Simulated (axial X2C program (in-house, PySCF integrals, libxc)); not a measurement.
# Spin–orbit effects down a group: molecules with N (ions), HF

Calculated with an in-house relativistic program for diatomic molecules, spin-free (one-electron X2C) or two-component (2c: spin–orbit coupling with atomic mean-field Coulomb and Gaunt terms, which also bring small scalar terms), in Dyall basis sets with cores contracted in-house; open shells are unrestricted.

Basis sets: Al dyall-av3z, B dyall-av3z, Ga dyall-acv3z, In dyall-acv3z, N dyall-av3z.

```json
{"molecule": "BN⁻", "spin-free state": "M_S = 1/2, Λ = 0", "Re (Å)": "1.272", "ωe (cm⁻¹)": "1604.9", "De (eV)": "4.03", "2c state": "Ω = 1/2", "Re 2c (Å)": "1.272", "ωe 2c (cm⁻¹)": "1605.2", "De 2c (eV)": "4.03"}
{"molecule": "AlN⁻", "spin-free state": "M_S = 1/2, Λ = 0", "Re (Å)": "1.767", "ωe (cm⁻¹)": "630.2", "De (eV)": "0.86", "2c state": "Ω = 1/2", "Re 2c (Å)": "1.767", "ωe 2c (cm⁻¹)": "630.4", "De 2c (eV)": "0.86"}
{"molecule": "GaN⁻", "spin-free state": "M_S = 1/2, Λ = 0", "Re (Å)": "1.902", "ωe (cm⁻¹)": "402.5", "De (eV)": "0.34", "2c state": "Ω = 1/2", "Re 2c (Å)": "1.902", "ωe 2c (cm⁻¹)": "402.8", "De 2c (eV)": "n/a"}
{"molecule": "InN⁻", "spin-free state": "M_S = 1/2, Λ = 1", "Re (Å)": "2.203", "ωe (cm⁻¹)": "408.9", "De (eV)": "0.35", "2c state": "Ω = 3/2", "Re 2c (Å)": "2.203", "ωe 2c (cm⁻¹)": "406.4", "De 2c (eV)": "n/a"}
```

Fragments in 2c: N + B-, Al- + N, Ga- + N, In- + N. Each entry is the lowest single determinant of a limited PBE0 search at one distance. De goes to single-determinant-based atoms at the same level (for ions the charge split of lowest energy) and is withheld (n/a) where an atom does not fit its ground term or J level. Main or longest-lived isotopes. One determinant is a doubtful description, or other states lie close, for BN⁻, AlN⁻, GaN⁻, InN⁻; these need not be ground states, and all values refer to the states named. Some light 2c atoms are not at their ground J level, so De misses part of their lowering (0.04 eV or less).
